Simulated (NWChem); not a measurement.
System: C2H6OSi; SMILES C=CO[SiH3]

Excerpt of the output:

```
             Northwest Computational Chemistry Package (NWChem) 7.3.0
             --------------------------------------------------------

                             Geometry "geometry" -> ""
                             -------------------------

 Output coordinates in angstroms (scale by  1.889725989 to convert to a.u.)

  No.       Tag          Charge          X              Y              Z
 ---- ---------------- ---------- -------------- -------------- --------------
    1 C                    6.0000     0.07391800     2.36632600    -0.08286700
    2 C                    6.0000    -0.35188700     1.12278300     0.13544300
    3 O                    8.0000     0.45205500     0.04058900     0.03440700
    4 Si                  14.0000    -0.03483700    -1.56193500    -0.03677800
    5 H                    1.0000     1.10766200     2.56468400    -0.37394500
    6 H                    1.0000    -0.61522300     3.20292100     0.03523500
    7 H                    1.0000    -1.39196800     0.92053300     0.43160500
    8 H                    1.0000    -0.55254000    -1.90023700    -1.39587400
    9 H                    1.0000     1.17001900    -2.37398700     0.27201700
   10 H                    1.0000    -1.11398700    -1.80323600     0.96967800

 Effective nuclear repulsion energy (a.u.)     157.9771380503

                                 NWChem DFT Module
                                 -----------------

 Summary of "ao basis" -> "ao basis" (spherical)
 ------------------------------------------------------------------------------
       Tag                 Description            Shells   Functions and Types
 ---------------- ------------------------------  ------  ---------------------
 C                          def2-svp                 6       14   3s2p1d
 O                          def2-svp                 6       14   3s2p1d
 Si                         def2-svp                 8       18   4s3p1d
 H                          def2-svp                 3        5   2s1p

 in cosmo_initialize ...
 calling solv_data for solv:h2o

 solvent parameters
 solvname_short: h2o
 solvname_long:  water
 dielec:       78.4000
 dielecinf:     1.7769
 aqueous SMD model solvent descriptors
 dielec:       78.4000
 sola:          0.8200

[...]

                                COSMO-SMD solvation results
                                ---------------------------

             internal energy in gas <Psi(g)|H|Psi(g)> =      -444.019612597010
         internal energy in solvent <Psi(s)|H|Psi(s)> =      -444.018725893674
                               delta internal energy  =         0.000886703336 (    0.56 kcal/mol)
   total free energy in solvent <Psi(s)|H+V/2|Psi(s)> =      -444.024933060628
 polarization energy contribution <Psi(s)|V/2|Psi(s)> =        -0.006207166954 (   -3.90 kcal/mol)
    total free energy in solvent including G(SMD-CDS) =      -444.018024526088
                       G(SMD-CDS) energy contribution =         0.006908534540 (    4.34 kcal/mol)
     1 M fixed-concentration free energy of solvation =         0.001588070922 (    1.00 kcal/mol)

                       DFT Final Molecular Orbital Analysis
                       ------------------------------------

 Vector   18  Occ=2.000000D+00  E=-3.559356D-01
              MO Center= -1.2D-01, -1.4D+00, -4.4D-01, r^2= 3.4D+00
   Bfn.  Coefficient  Atom+Function         Bfn.  Coefficient  Atom+Function
  ----- ------------  ---------------      ----- ------------  ---------------
    76      0.349043   8 H  s                52     -0.250571   4 Si pz
    81     -0.211448   9 H  s                77      0.198100   8 H  s
    20      0.169717   2 C  pz               55     -0.154247   4 Si pz
    34      0.139510   3 O  pz               49      0.137273   4 Si pz
    86     -0.131468  10 H  s                82     -0.129829   9 H  s

 Vector   19  Occ=2.000000D+00  E=-3.405103D-01
              MO Center= -9.8D-02, -4.5D-01,  2.7D-01, r^2= 3.2D+00
   Bfn.  Coefficient  Atom+Function         Bfn.  Coefficient  Atom+Function
  ----- ------------  ---------------      ----- ------------  ---------------
    32      0.382427   3 O  px               35      0.285280   3 O  px
    86      0.263159  10 H  s                71      0.195942   7 H  s
    18     -0.178923   2 C  px               87      0.159806  10 H  s
    50     -0.157407   4 Si px               81     -0.150282   9 H  s
    34     -0.147788   3 O  pz               82     -0.121294   9 H  s

 Vector   20  Occ=2.000000D+00  E=-2.582481D-01
              MO Center=  1.4D-02,  1.4D+00, -2.6D-02, r^2= 2.5D+00
   Bfn.  Coefficient  Atom+Function         Bfn.  Coefficient  Atom+Function
  ----- ------------  ---------------      ----- ------------  ---------------
     6      0.388848   1 C  pz               34     -0.319975   3 O  pz
     9      0.302364   1 C  pz               20      0.296885   2 C  pz
    37     -0.272823   3 O  pz               23      0.187906   2 C  pz
    77     -0.116483   8 H  s                 4      0.104668   1 C  px
    76     -0.091413   8 H  s                 7      0.083589   1 C  px

 Vector   21  Occ=0.000000D+00  E= 2.011359D-02
              MO Center= -9.6D-02,  9.6D-01, -9.1D-03, r^2= 4.3D+00
   Bfn.  Coefficient  Atom+Function         Bfn.  Coefficient  Atom+Function
  ----- ------------  ---------------      ----- ------------  ---------------
    23     -0.569144   2 C  pz                9      0.559367   1 C  pz
    87     -0.442138  10 H  s                20     -0.397993   2 C  pz
    54     -0.348952   4 Si py               55      0.348934   4 Si pz
     6      0.333311   1 C  pz               53     -0.311277   4 Si px
    31      0.251869   3 O  s                21     -0.203881   2 C  px

[...]
```

Level: PBE0/def2-SVP, SMD on the gas-phase geometry. Structure relaxed at the PBE0/def2-SVP level. Solvent: water.

Problem. Which NWChem input produces such a log?

Solution. This is not unique; one that fits is the input that was run:
```
start job
memory heap 200 mb stack 900 mb global 1100 mb
geometry units angstroms noautosym nocenter noautoz
  C      0.073918     2.366326    -0.082867
  C     -0.351887     1.122783     0.135443
  O      0.452055     0.040589     0.034407
  Si    -0.034837    -1.561935    -0.036778
  H      1.107662     2.564684    -0.373945
  H     -0.615223     3.202921     0.035235
  H     -1.391968     0.920533     0.431605
  H     -0.552540    -1.900237    -1.395874
  H      1.170019    -2.373987     0.272017
  H     -1.113987    -1.803236     0.969678
end
basis spherical
  * library def2-svp
end
dft
  xc pbe0
  iterations 150
end
cosmo
  do_cosmo_smd true
  solvent water
end
task dft energy
```
